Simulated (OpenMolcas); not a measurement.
Ce2+: moving or changing the point charges

Ce2+ among 6 point charges of -0.5 e arranged as a tetragonal octahedron (D4h), 2.47 Å from the ion, with the axial distance 2.939 Å.

```yaml
Program: OpenMolcas
Method: CASSCF
Basis: ANO-RCC-VDZP [7s6p4d2f1g]
Scalar_Hamiltonian: DKH2, point nucleus
Active_space: 2 electrons in 7 orbitals (4f)
State_averaging: 2S+1 = 3 even, 21 roots; 2S+1 = 1 even, 27 roots kept (CI in the orbitals of an earlier block)
Spin-orbit_coupling: state interaction with AMFI integrals over the reference wave functions
```

Runs around this geometry, states (labels of D4, the rotations of D4h). Energies in cm-1 above the lowest state or level, χT in cm3 K/mol.

| R (Å) | q (e) | Ground state | First state of that spin | First gap with spin-orbit (degeneracies) | Width of lowest J | χT at 300 K |
| --- | --- | --- | --- | --- | --- | --- |
| 2.47 | -0.25 | 3A2 | 3E 21.9 | 33.4 (1, 2) | 258 | 1.634 |
| 2.47 | -0.5 | 3A2 | 3E 43.0 | 62.1 (1, 2) | 511 | 1.581 |
| 2.64 | -0.5 | 3A2 | 3E 34.2 | 48.3 (1, 2) | 413 | 1.608 |
| 2.85 | -0.5 | 3A2 | 3E 26.0 | 36.2 (1, 2) | 324 | 1.628 |

Taking the width of the lowest J multiplet as R^-n, n = -ln(324 / 511) / ln(2.85 / 2.47) = 3.2 between the shortest and longest distance.

Scaling the charges by -0.25 / -0.5 = 0.50 scales the width of the lowest J multiplet by 258 / 511 = 0.50; with fixed orbitals a first-order splitting would follow the charge.

This is an electrostatic model: the charges have no orbitals. A group larger than the point group allows holds several states that coincide in this model. No measured value stands beside these numbers.
